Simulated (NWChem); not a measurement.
System: C₄H₆O; SMILES C1(COC1)=C

```xyz
11

C      0.0000     0.0000    -1.9324
C      0.0000     0.0000    -0.5955
C      0.0000     1.0383     0.5052
O      0.0000     0.0000     1.5133
C      0.0000    -1.0383     0.5052
H      0.0000    -0.9414    -2.5037
H      0.0000     0.9414    -2.5037
H     -0.9045     1.6898     0.5587
H      0.9045     1.6898     0.5587
H      0.9045    -1.6898     0.5587
H     -0.9045    -1.6898     0.5587
```
Atoms are numbered in this order, from 1.

Level: PBE-D3(BJ)/def2-SVP (NWChem), optimised geometry, unscaled harmonic frequencies. 

Problem. List the harmonic frequencies with IR intensities, and the thermochemistry.

Solution. 
| frequency (cm⁻¹) | IR intensity (km/mol) |
|---|---|
| 123 | 4.1 |
| 343 | 1.2 |
| 382 | 7.0 |
| 628 | 0.0 |
| 688 | 0.0 |
| 861 | 35.8 |
| 868 | 6.3 |
| 878 | 0.6 |
| 925 | 0.0 |
| 991 | 21.0 |
| 1018 | 100.0 |
| 1027 | 2.4 |
| 1101 | 0.0 |
| 1101 | 0.0 |
| 1190 | 0.5 |
| 1249 | 1.8 |
| 1287 | 6.2 |
| 1376 | 4.8 |
| 1412 | 0.1 |
| 1444 | 1.3 |
| 1745 | 18.7 |
| 2915 | 110.3 |
| 2930 | 1.6 |
| 2963 | 73.4 |
| 2965 | 0.0 |
| 3078 | 2.8 |
| 3173 | 4.1 |

| Property | Value |
|---|---|
| zero-point energy | 55.2 kcal/mol |
| thermal correction to the enthalpy at 298.15 K (with zero-point energy) | 58.9 kcal/mol |
| heat capacity Cv | 17.4 cal/(mol K) |
| entropy at 298.15 K and 1 atm (symmetry number 2) | 69.3 cal/(mol K) |
| dipole moment | 1.46 D |

Rigid rotor and harmonic oscillator.
